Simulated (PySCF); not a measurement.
Geometry (Å), atoms numbered from 1 in this order:
```xyz
20

C    -1.8667   -0.7079   -0.8342
C    -1.7581    0.2442    0.3554
C    -1.6367    1.7054   -0.0767
Si   -0.3243   -0.2282    1.4801
C    -0.5662   -1.9922    2.0334
N    -0.7646   -3.0877    2.3586
C     1.2666   -0.1546    0.5768
C     2.3028   -0.0806   -0.0710
Si    3.8658    0.0185   -1.0350
H    -2.7304   -0.4419   -1.4649
H    -0.9663   -0.6563   -1.4678
H    -1.9937   -1.7545   -0.5176
H    -2.6589    0.1318    0.9879
H    -0.7271    1.8693   -0.6773
H    -2.4983    1.9975   -0.6991
H    -1.5998    2.3944    0.7817
H    -0.2507    0.6064    2.7104
H     5.0023   -0.4052   -0.1690
H     3.7649   -0.8803   -2.2199
H     4.0688    1.4256   -1.4848
```

Method: coordinates at the PBE0-D3(BJ)/def2-SVP level, σ from GIAO-PBE0/pcSseg-1, in PySCF (non-relativistic Hamiltonian, equivalent nuclei averaged, single conformer, isolated molecule).

References, each an isolated molecule treated in the same way: ¹³C (184.41 ppm) against TMS.

Q: Do the ¹³C shifts follow the atomic charges (in e)? Tabulate both.

A: 
```
atoms  hybridisation  δ (ppm)  σ para (ppm)  Hirshfeld    IAO  Mulliken  ESP-fitted
   C5             sp    124.7          -204      -0.03  -0.16     -0.20       +0.26
   C8             sp    117.4          -197      -0.13  -0.29     -0.32       -0.23
   C7             sp    112.8          -194      -0.14  -0.32     -0.24       -0.06
   C1            sp3     17.8           -83      -0.11  -0.41     -0.25       -0.56
   C3            sp3     17.6           -82      -0.11  -0.41     -0.25       -0.52
   C2            sp3     15.8           -86      -0.10  -0.36     -0.62       +0.31
```

Correlation coefficients of δ with charge over these carbons: Hirshfeld +0.20, IAO +0.83, Mulliken +0.45, ESP-fitted +0.37; with the paramagnetic shielding -1.00. With so few points, grouped by hybridisation, these coefficients are fragile. Charge is one influence among several: hybridisation and low-lying excitations act through the paramagnetic term.

Shifts are as computed. Against solution values, carbons near 30 ppm lie about +2 ppm off and those near 130 ppm about +5 ppm. Of 1309 compounds with measured shifts, 239 miss one by over three times the rms of a fit or turn the order of signals round; such compounds aren't used in these exercises.
